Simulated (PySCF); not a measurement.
Ga(AsH2)(F)2 (AsF2GaH2), SMILES [F][Ga]([F])[AsH2]. Atoms are numbered in the order given.

```xyz
6

Ga    -0.7908     0.0097     0.0000
As     1.6161    -0.0637     0.0000
H      1.6121     1.0089     1.1066
H      1.6121     1.0089    -1.1066
F     -1.7801    -0.0119    -1.4652
F     -1.7801    -0.0119     1.4652
```
Charge 0, spin multiplicity 1.

Geometry: PBE-D3(BJ)/def2-SVP.

Method: PBE-D3(BJ)/def2-SVP run with PySCF.

Frequencies are harmonic and unscaled.

| mode | ν (cm⁻¹) | IR (km/mol) | moving atoms (share of kinetic energy) |
|---|---|---|---|
| 1 | 69 | 2.9 | H 84 %, F 10 % |
| 2 | 97 | 2.3 | F 56 %, Ga 23 %, H 11 %, As 10 % |
| 3 | 136 | 17.6 | Ga 48 %, F 46 % |
| 4 | 178 | 22.0 | F 80 %, As 19 % |
| 5 | 258 | 10.7 | Ga 45 %, As 37 %, F 17 % |
| 6 | 548 | 4.8 | H 94 % |
| 7 | 592 | 0.6 | H 97 % |
| 8 | 663 | 76.9 | F 83 %, Ga 17 % |
| 9 | 694 | 61.8 | F 72 %, Ga 27 % |
| 10 | 955 | 14.2 | H 99 % |
| 11 | 2126 | 43.1 | H 99 % |
| 12 | 2145 | 53.9 | H 99 % |
